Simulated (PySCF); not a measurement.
Geometry:
| atom | x (Å) | y (Å) | z (Å) |
| --- | --- | --- | --- |
| C1 | -1.383 | -0.147 | 0.675 |
| N2 | -0.511 | 0.189 | -0.462 |
| C3 | -0.017 | 1.569 | -0.340 |
| C4 | -1.238 | 0.020 | -1.727 |
| Al5 | 1.093 | -1.101 | -0.494 |
| C6 | 1.998 | -0.720 | 1.288 |
| F7 | 2.413 | 0.596 | 1.377 |
| F8 | 1.140 | -0.915 | 2.356 |
| H9 | -1.743 | -1.179 | 0.562 |
| H10 | -0.811 | -0.081 | 1.608 |
| H11 | -2.248 | 0.538 | 0.713 |
| H12 | 0.648 | 1.793 | -1.185 |
| H13 | -0.860 | 2.282 | -0.341 |
| H14 | 0.559 | 1.673 | 0.588 |
| H15 | -1.575 | -1.022 | -1.820 |
| H16 | -2.114 | 0.690 | -1.765 |
| H17 | -0.569 | 0.249 | -2.568 |
| H18 | 0.355 | -2.522 | -0.565 |
| H19 | 1.903 | -0.561 | -1.769 |
| H20 | 2.894 | -1.331 | 1.513 |

Single conformer, one averaged value for each set of equivalent atoms, no solvent model, non-relativistic Hamiltonian. PBE0-D3(BJ)/def2-SVP geometry; shielding tensors at KT2/pcSseg-1 (GIAO); PySCF.

Question: List the cross peaks expected in HSQC, COSY and HMBC spectra.

Answer: 

HSQC (one-bond C–H):
```tsv
δH	δC
6.59 (H20)	137.0 (C6)
2.55 (H9/H10/H11/H12/H13/H14/H15/H16/H17)	49.4 (C1/C3/C4)
```

COSY cross peaks (H two or three bonds apart, from the bond graph; peaks can be absent where the dihedral angle is near 90°):
```tsv
δH	δH
6.59 (H20)	4.01 (H18/H19)
```

HMBC (two and three bonds, from the bond graph):
```tsv
δH	δC
4.01 (H18/H19)	137.0 (C6), 49.4 (C1/C3/C4)
2.55 (H9/H10/H11/H12/H13/H14/H15/H16/H17)	49.4 (C1/C3/C4)
```

δ = σ(ref) − σ, references computed at the same level: ¹H (31.18 ppm) and ¹³C (183.22 ppm) against TMS.

Short H···H contacts in this conformer between protons four or more bonds apart (candidates for NOE cross peaks, intensity ∝ r⁻⁶): H17···H19 2.72 Å.

Hydrides on Al or Ga are broadened by the quadrupolar metal nucleus. Shifts are as computed. Against solution values, carbons near 30 ppm lie about +2 ppm off and those near 130 ppm about -5 ppm. Of 1309 compounds with measured shifts, 239 miss one by over three times the rms of a fit or turn the order of signals round; such compounds aren't used in these exercises.
